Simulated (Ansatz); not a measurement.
## Energy profile

The step: BHOF₂ ([OH][B]([F])[F]) + H₂ → BHF₂ ([F][BH][F]) + H₂O (still joined by a long B–O bond); bonds formed: B1–H6, O2–H5; bonds broken: H5–H6; bonds weakened to dative contacts: B1–O2 (atoms numbered as in the saddle structure below).

```xyz
7
angstrom
B -0.3741 0.3648 -0.0242
O 1.0557 -0.1754 -0.2350
F -1.2415 -0.1215 -0.9313
F -0.3977 1.6708 0.2460
H 0.4159 -0.5790 0.7391
H -0.5232 -0.3372 1.1566
H 1.0646 -0.8226 -0.9512
```

Electronic energies by CCSD(T) at an estimated basis limit (MP2 extrapolated from triple and quadruple zeta, plus CCSD(T) − MP2 in triple zeta), on PBE0-D4/def2-TZVP structures; BH₃OF₂, singlet; no counterpoise correction. Ansatz 0.2.0; basis: def2-TZVPP and def2-QZVPP; cores frozen in the correlated methods. Extrapolation: Hartree–Fock as exp(−7.88 √X), correlation as X^−2.97.

Give the profile in kJ/mol, counted from the separated reactants. (An estimate is asked for; the value comes from the calculation.)

The calculation gives:
```json
{"point": "separated: BHOF₂ (linked as [OH][B]([F])[F]; B1, O2, F3, F4, H7; singlet) + H₂ (H5, H6; singlet)", "kJ/mol": "0.0"}
{"point": "start structure", "kJ/mol": "-3.1"}
{"point": "saddle", "kJ/mol": "203.0"}
{"point": "end structure", "kJ/mol": "76.2"}
{"point": "separated: BHF₂ (linked as [F][BH][F]; B1, F3, F4, H6; singlet) + H₂O (O2, H5, H7; singlet)", "kJ/mol": "103.1"}
```

No T1 diagnostic of these runs exceeds 0.014.

For scale, one of the runs: CCSD(T)/def2-TZVPP, 166 basis functions (an equivalent command: `ansatz run in.yaml --threads 2`). Time: 25 s of wall clock on 2 CPU threads; the host was shared. Peak host memory: 1.7 GiB.
